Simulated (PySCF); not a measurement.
AuCl4, SMILES [Cl][Au-]([Cl])([Cl])[Cl], charge -1, multiplicity 1. Atoms are numbered in the order given.

```xyz
5

Au     0.0000     0.0000     0.0000
Cl     2.3277     0.0000     0.0000
Cl     0.0000     2.3277     0.0000
Cl    -2.3277     0.0000     0.0000
Cl     0.0000    -2.3277     0.0000
```
Charge -1, spin multiplicity 1.

Geometry: PBE0-D3(BJ)/def2-SVPD. The multiplicity is an assumed one; other spin states were not compared. The isomer is the one that the SMILES or the coordinates give; other isomers of the formula were not compared. The def2 effective core potentials stand for the cores of Au; spin–orbit coupling is left out.

Level of theory: B3LYP/def2-SVPD (PySCF).

Symmetry labels are those of the subgroup D2h that the program uses (full group D4h).

Computed valence orbital energies around the gap with their symmetry:
```csv
orbital,symmetry,energy (eV)
HOMO−7,B1u,-5.16
HOMO−6,B1u,-4.47
HOMO−5,B2u,-4.38
HOMO−4,B3u,-4.38
HOMO−3,B1g,-4.35
HOMO−2,B2g,-4.06
HOMO−1,B3g,-4.06
HOMO,B1g,-3.79
LUMO,Ag,-0.46
LUMO+1,Ag,3.06
LUMO+2,B2u,4.19
LUMO+3,B3u,4.19
```
